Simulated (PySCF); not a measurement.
CCl₂, SMILES Cl[C]Cl (connectivity only; charge and spin as stated), neutral, multiplicity 1.

Geometry: PBE0-D3(BJ)/def2-TZVP. The isomer is the one that the SMILES or the coordinates give; other isomers of the formula were not compared.

These are PBE/def2-TZVPD (PySCF) values and carry that method's errors.

Computed frontier levels, gap, dipole moment and polarisability:
```yaml
highest_occupied_level: -6.19 eV
lowest_empty_level: -4.40 eV
orbital_gap: 1.80 eV
dipole_moment: 1.16 D
quadrupole, principal values (traceless, Buckingham form, about the centre of nuclear charge): -4.13, 1.23, 2.90 D·Å
mean_static_polarisability: 45.6 bohr³ (6.75 Å³)
polarisability_principal_values: 31.8, 40.9, 64.0 bohr³
```
